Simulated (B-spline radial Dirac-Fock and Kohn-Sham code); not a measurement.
## L-shell conversion coefficients of Lu against transition energy

Level of theory: a Dirac-Hartree-Slater potential of the neutral atom with a Latter tail (no hole, which puts coefficients of high multipoles low close above an edge), finite nucleus with surface currents; a radial finite-basis atomic code. Subshells within 1 keV of threshold and pair formation are left out.

```tsv
energy (keV)	E1	E2	E3	M1	M3	M4
15.6	8.08	16500	2.72e+06	115	1.01e+07	1.05e+09
18.8	4.90	6480	903000	66.0	2.99e+06	2.58e+08
20	4.14	4760	626000	54.9	2.00e+06	1.62e+08
20.1	4.09	4640	608000	54.0	1.93e+06	1.57e+08
28.3	1.61	841	80500	19.5	216000	1.24e+07
36.5	0.798	238	17900	9.19	44000	1.96e+06
48.3	0.367	60.1	3460	4.02	7980	265000
50	0.334	50.7	2820	3.63	6490	208000
60.9	0.193	19.5	891	2.03	2020	52700
92	0.0614	2.73	81.9	0.610	195	3270
94.8	0.0565	2.37	69.0	0.560	165	2680
100	0.0488	1.85	50.9	0.480	123	1900
116	0.0324	0.936	21.9	0.313	55.6	730
177	0.0103	0.145	2.12	0.0941	6.40	54.2
181	0.00968	0.132	1.88	0.0884	5.74	47.5
200	0.00742	0.0871	1.11	0.0668	3.54	26.5
203	0.00713	0.0819	1.02	0.0641	3.29	24.3
253	0.00402	0.0339	0.328	0.0348	1.18	7.01
287	0.00291	0.0209	0.175	0.0247	0.666	3.53
341	0.00190	0.0112	0.0767	0.0154	0.314	1.43
426	0.00112	0.00526	0.0283	0.00852	0.124	0.469
500	0.000773	0.00319	0.0146	0.00559	0.0660	0.220
825	0.000269	0.000819	0.00245	0.00154	0.0107	0.0256
961	0.000200	0.000572	0.00155	0.00105	0.00645	0.0142
1000	0.000185	0.000522	0.00138	0.000951	0.00567	0.0122
1580	8.13e-05	0.000198	0.000426	0.000309	0.00142	0.00253
1800	6.52e-05	0.000154	0.000315	0.000225	0.000982	0.00168
1840	6.28e-05	0.000147	0.000300	0.000214	0.000924	0.00157
2000	5.47e-05	0.000125	0.000249	0.000175	0.000736	0.00122
```

Problem. How fast do they fall between 1800 and 2000 keV?

Solution. As powers of the energy: E1 E^-1.66, E2 E^-1.93, E3 E^-2.23, M1 E^-2.40, M3 E^-2.74, M4 E^-3.02. Within one type (E or M) the higher multipoles fall faster.

Values without a named source are computed, but for edge energies of neutral atoms, which are taken from tables.
